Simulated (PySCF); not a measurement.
## Relaxation of doublet IBr₂

All numbers come from PySCF, UB3LYP, basis I def2-SVP with ECP28, Br def2-SVP (scalar-relativistic core potentials, no spin–orbit coupling, density fitting). A (50,194) grid was used.

A start displaced from a saddle point along its imaginary mode, of C2v symmetry, held to at least that symmetry:

Coordinates in bohr (charge 0 multiplicity 2):
```
I    -0.2387   -0.4077    0.0000
Br    0.1919    0.3278    5.0302
Br    0.1919    0.3278   -5.0302
```

Question: What forces act on the atoms at the start (eV/Å)?

Answer: 
```tsv
atom	Fx	Fy	Fz
I1	0.01	0.01	0.00
Br2	0.00	0.00	-0.34
Br3	0.00	0.00	0.34
```

Question: What does it relax to?

Answer: It ends at C2v with I–Br 2.653 Å (×2); Br–I–Br 152.3°. The frequency run here used a shortcut that can spoil soft modes, so no verdict on minimum or saddle point is given. Other isomers or separated fragments may lie lower.

Question: How much energy is released, and in how many steps?

Answer: 2.7 kJ/mol in 4 steps.

With an element this heavy the missing spin–orbit coupling can shift these numbers.
